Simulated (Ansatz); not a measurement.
Gas-phase electronic energies from Ansatz, PBE0-D4/def2-TZVP geometries. CCSD(T)/CBS adds triple-zeta CCSD(T) − MP2 to the extrapolated MP2 energy (def2 sets, frozen cores). This one scheme is used for every species, atoms too. DFT in def2-TZVPP. HSE06 is defined as in plane-wave codes. No spin–orbit coupling; open shells (•) take unrestricted orbitals. Spin–orbit coupling would lower the free atoms: a little for C, O, Si.

`C1CO[SiH2]N1` → 2 C• + 7 H• + N• + O• + Si•  (atomization)

**Question.** What is ΔE at CCSD(T)/CBS? (Best estimate.)

**Answer.** The calculation gave: +47.67 eV.

**Question.** What do these levels give: B97M-V, PBE0-D4, HSE06-D4, BHLYP-D4, B2PLYP, PBE-QIDH, PBE0, CAM-B3LYP, LC-ωPBE, HF/def2-SVP, HF/def2-QZVPP, HF/CBS(def2)? (Best estimate.)

**Answer.** Computed: B97M-V 47.61, PBE0-D4 47.64, HSE06-D4 47.68, BHLYP-D4 46.28, B2PLYP 47.11, PBE-QIDH 47.30, PBE0 47.42, CAM-B3LYP 47.71, LC-ωPBE 47.57, HF/def2-SVP 34.17, HF/def2-QZVPP 34.24, HF/CBS(def2) 34.25 eV.

Largest T1 diagnostic among the species: 0.012.

From r2SCAN to r2SCAN0 (25 % exact exchange), in def2-TZVPP and without D4, ΔE moves by −0.69 eV: exact exchange takes away binding that semilocal exchange gives to molecules. In def2-TZVPP, CCSD(T) changes the Hartree–Fock value by +12.18 eV (the triples alone add +0.68 eV) and MP2 by +12.93 eV; breaking electron pairs costs correlation energy, which Hartree–Fock lacks.

For atomizations the MP2-based limit and the directly extrapolated one differ by several kJ/mol either way, and by 10 to 25 for some Ge, Se and Sn compounds, so smaller differences from it don't rank the levels.
